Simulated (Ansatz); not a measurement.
`[OH][AlH][SbH][Cl]`, relaxed with RKS PBE0-D4/def2-TZVP in Ansatz 0.2.0 from a PBE-D4/def2-SVP geometry. The force threshold is 0.005 eV/Å; the program also tests the step.

Total charge 0; spin multiplicity 1. Sb: def2 effective core potential.

Start:

```xyz
7

O    -0.636    1.296   -1.088
Al   -0.741    0.698    0.520
Sb    0.305   -1.778    0.807
Cl    0.954   -1.573   -1.549
H    -0.179    0.708   -1.723
H    -1.434    1.621    1.619
H     1.731   -0.972    1.414
```

Question: How much energy does the relaxation release, and in how many steps? (Estimate.)

Answer: Computed: 5.59 kJ/mol, in 11 steps, 1 of them rejected.

Question: Which bonds change most? (An estimate is asked.)

Answer: Ansatz gave: Sb3–Cl4 from 2.452 to 2.388 Å; Sb3–H7 from 1.747 to 1.717 Å; O1–Al2 from 1.719 to 1.690 Å; Al2–Sb3 from 2.702 to 2.680 Å.

Question: Give the relaxed structure. (Estimate.)

Answer: Ansatz gave: 
```xyz
7

O    -0.674    1.321   -1.080
Al   -0.731    0.704    0.493
Sb    0.292   -1.755    0.788
Cl    1.046   -1.674   -1.476
H    -0.251    0.805   -1.770
H    -1.378    1.583    1.634
H     1.696   -0.985    1.411
```
